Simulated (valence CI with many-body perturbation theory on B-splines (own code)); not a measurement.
## Forbidden lines of Zn16+

Level of theory: valence CI with perturbative core correlation (CI+MBPT): four valence electrons over a frozen Dirac-Fock core [Ne], a basis of 11 s, 11 p, 9 d, 7 f, 5 g, 2 h, 1 i functions for each j, with the one-electron correlation potential Σ1 (screened to all orders), the two-electron term Σ2, the three-electron term Σ3, Breit, model QED; selected single and double excitations, second order for the rest (own B-spline code, finite nucleus).

No measured levels were compared; by estimate levels of excited configurations hold to 0.05 to 0.15 % of their energy, terms of the ground configuration to about 0.5 %.

Lines 1 to 12 of 12 in falling wavelength, among levels below 1070000 cm⁻¹, chosen from the decays that carry over 1 % of a level's rate. Wavelengths and rates use the calculated energies, so an error of 200 cm⁻¹ moves a line at 228.1 nm by 0.46 % and its rate by three times that or more. Electric multipoles are in the length gauge, E1 and E2 with the static RPA response of the core. Weak lines are less certain than strong ones. Lines between different terms over intervals too small for the method are left out, as are lines whose strength nearly cancels. Branching is blank where the lifetime is uncertain.

Names give the largest LS component (configuration and term), which can be under half, so a name can repeat, a term be missing and a line seem to break the LS rules; names also repeat where a configuration has a term twice.

| λ vac (nm) | Upper | Lower | Type | A (s⁻¹) | Branch % |
| --- | --- | --- | --- | --- | --- |
| 628.5 | 3s2 3p2 3P_2 | 3s2 3p2 3P_1 | M1 | 4.29e+01 | 99.7 |
| 441.1 | 3s2 3p 3d 3F°_4 | 3s2 3p 3d 3F°_3 | M1 | 2.31e+02 |  |
| 435.6 | 3s2 3p2 3P_1 | 3s2 3p2 3P_0 | M1 | 2.02e+02 | 100.0 |
| 228.1 | 3s2 3p2 1D_2 | 3s2 3p2 3P_2 | M1 | 5.76e+02 | 48.2 |
| 167.4 | 3s2 3p2 1D_2 | 3s2 3p2 3P_1 | M1 | 6.16e+02 | 51.7 |
| 87.68 | 3s2 3p2 1S_0 | 3s2 3p2 3P_1 | M1 | 5.98e+03 | 99.5 |
| 68.18 | 3s2 3p 3d 3F°_4 | 3s 3p3 3P°_2 | E2 | 2.00e+01 |  |
| 50.31 | 3s2 3p 3d 3F°_4 | 3s 3p3 3D°_3 | M1 | 5.61e+01 |  |
| 50.31 | 3s2 3p 3d 3F°_4 | 3s 3p3 3D°_3 | E2 | 9.60e+00 |  |
| 48.25 | 3s2 3p 3d 3F°_4 | 3s 3p3 3D°_2 | E2 | 3.02e+01 |  |
| 33.75 | 3s2 3p 3d 3F°_4 | 3s 3p3 5S°_2 | E2 | 1.73e+01 |  |
| 19.50 | 3s2 3p 3d 3F°_4 | 3s2 3p2 1D_2 | M2 | 8.84e+01 |  |
